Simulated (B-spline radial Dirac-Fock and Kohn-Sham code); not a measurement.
**Lu³⁺ 5p3/2: cross section and angular parameters**

System: Lu³⁺, configuration [Xe] 4f14; threshold 61.85 eV (orbital energy of the model). Method: Dirac-Hartree-Slater photoionisation with a Latter tail; cross sections with all multipoles, angular parameters from the dipole term and its interference with E2. Computed with a radial finite-basis atomic code.

For linearly polarised light dσ/dΩ = σ/(4π) [1 + β P₂(cos θ) + (δ + γ cos²θ) sin θ cos φ], with θ from the polarisation vector and φ the angle between the beam and the projection of the electron momentum on the plane normal to the polarisation.

| hν (eV) | σ (kb) | β | γ | δ |
| --- | --- | --- | --- | --- |
| 76.7 | 655 | 1.255 | 0.280 | -0.026 |
| 84.1 | 458 | 0.865 | 0.368 | -0.040 |
| 100 | 299 | 0.314 | 0.347 | -0.040 |
| 125 | 197 | -0.168 | 0.168 | -0.020 |
| 184 | 124 | -0.041 | -0.071 | 0.025 |
| 207 | 110 | 0.122 | -0.072 | 0.032 |
| 213 | 107 | 0.162 | -0.067 | 0.034 |
| 323 | 68.1 | 0.693 | 0.084 | 0.035 |
| 635 | 31.5 | 1.298 | 0.272 | 0.013 |
| 847 | 21.3 | 1.457 | 0.249 | 0.005 |
| 1000 | 16.8 | 1.528 | 0.210 | 0.002 |
| 1010 | 16.6 | 1.532 | 0.207 | 0.002 |
| 1253.6 | ? | ? | ? | ? |
| 1270 | 11.7 | 1.610 | 0.134 | 0.000 |
| 1520 | 8.77 | 1.657 | 0.071 | -0.001 |
| 1810 | 6.53 | 1.693 | 0.017 | 0.000 |
| 2984.4 | 2.61 | 1.748 | -0.034 | 0.003 |
| 3140 | 2.37 | 1.750 | -0.027 | 0.004 |
| 3300 | 2.14 | 1.751 | -0.016 | 0.004 |
| 4170 | 1.33 | 1.751 | 0.069 | 0.007 |
| 6240 | 0.555 | 1.722 | 0.368 | 0.013 |
| 6520 | 0.502 | 1.717 | 0.411 | 0.014 |
| 8047.8 | 0.308 | 1.686 | 0.646 | 0.019 |
| 8200 | 0.294 | 1.683 | 0.669 | 0.019 |
| 9251.7 | 0.220 | 1.661 | 0.823 | 0.023 |
| 9700 | 0.196 | 1.652 | 0.887 | 0.025 |
| 15000 | 0.0646 | 1.545 | 1.544 | 0.049 |

**Question.** Give the values at Mg Kα (1253.6 eV).

**Answer.** σ = 11.9 kb, β = 1.606, γ = 0.138, δ = 0.000.
